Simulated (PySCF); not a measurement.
## Radial density of Dy⁺ (dysprosium, charge +1)

revPBE, [Xe] 4f10 6s1, one real determinant. All numbers are calculated (PySCF 2.14, scalar relativity by spin-free X2C-1e, in x2c-TZVPPall).

```json
{"r (bohr)": "0.0253", "4πr²ρ (e/bohr)": "78.05", "4πr²(ρα − ρβ)": "0.0021"}
{"r (bohr)": "0.0426", "4πr²ρ (e/bohr)": "95.26", "4πr²(ρα − ρβ)": "0.0072"}
{"r (bohr)": "0.0716", "4πr²ρ (e/bohr)": "116.1", "4πr²(ρα − ρβ)": "0.0059"}
{"r (bohr)": "0.120", "4πr²ρ (e/bohr)": "88.29", "4πr²(ρα − ρβ)": "0.0723"}
{"r (bohr)": "0.203", "4πr²ρ (e/bohr)": "101.3", "4πr²(ρα − ρβ)": "0.7753"}
{"r (bohr)": "0.341", "4πr²ρ (e/bohr)": "45.84", "4πr²(ρα − ρβ)": "3.2331"}
{"r (bohr)": "0.573", "4πr²ρ (e/bohr)": "51.10", "4πr²(ρα − ρβ)": "4.8921"}
{"r (bohr)": "0.964", "4πr²ρ (e/bohr)": "17.31", "4πr²(ρα − ρβ)": "2.7519"}
{"r (bohr)": "1.62", "4πr²ρ (e/bohr)": "7.132", "4πr²(ρα − ρβ)": "0.5934"}
{"r (bohr)": "2.73", "4πr²ρ (e/bohr)": "1.040", "4πr²(ρα − ρβ)": "0.3392"}
{"r (bohr)": "4.59", "4πr²ρ (e/bohr)": "0.2116", "4πr²(ρα − ρβ)": "0.2073"}
{"r (bohr)": "7.71", "4πr²ρ (e/bohr)": "0.007822", "4πr²(ρα − ρβ)": "0.0078"}
{"r (bohr)": "13.0", "4πr²ρ (e/bohr)": "1.100e-05", "4πr²(ρα − ρβ)": "0.0000"}
```

Densities and radii are taken from the X2C orbitals without a picture-change correction, which distorts them close to the nucleus.

⟨L²⟩ = 34.01 against 42 for a pure I term, so this real determinant mixes terms. Spin-orbit coupling, absent here, splits the open shell strongly.
